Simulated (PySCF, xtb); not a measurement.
Cd(F)(Me) (CH₃CdF), SMILES [CH3][Cd][F].

GFN2-xTB run with xtb 6.7.1 at its own geometry gives an orbital gap of 3.38 eV and a dipole moment of 5.13 D.

Geometry: B3LYP-D3(BJ)/def2-TZVP. The def2 effective core potentials stand for the cores of Cd; spin–orbit coupling is left out.

Task: What does r2SCAN/def2-TZVPD in PySCF give? (The exact figures need the calculation; the answer reports its results.)

Result: gap 6.06 eV (levels -7.57 and -1.51 eV), dipole 3.49 D.
